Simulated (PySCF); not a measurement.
dithienylperfluorocyclopentene, closed form (C₁₅H₁₀F₆S₂), SMILES C[C@]12SC=CC1=C1C(=C3C=CS[C@@]32C)C(F)(F)C(F)(F)C1(F)F.

Geometry: B3LYP-D3(BJ)/def2-SVP. One conformer was computed; it need not be the lowest.

Two levels are set side by side: PBE/def2-SVP (PySCF) and HF/def2-SVP (PySCF). Same geometry, gas phase. Differences are taken from unrounded values.

```json
[
 {"quantity": "orbital gap (eV)", "HF": "8.15"},
 {"quantity": "highest occupied level (eV)", "HF": "-7.64"},
 {"quantity": "lowest empty level (eV)", "HF": "0.52"},
 {"quantity": "dipole moment (D)", "HF": "4.37"}
]
```

What does PBE give, and how far is it from HF? (Estimate from the structure and the level; the computed values follow.)


```tsv
quantity	PBE	PBE minus HF
orbital gap (eV)	1.53	-6.62
highest occupied level (eV)	-4.79	2.84
lowest empty level (eV)	-3.26	-3.78
dipole moment (D)	3.55	-0.82
```

PBE's occupied levels lie high since its potential decays too fast outside the molecule; exact exchange lowers them and widens the gap. Differences between two approximate levels are no errors against the true value.

Rough cost on one machine, each run with all the roots and properties that it gave: HF against PBE about 1/4.
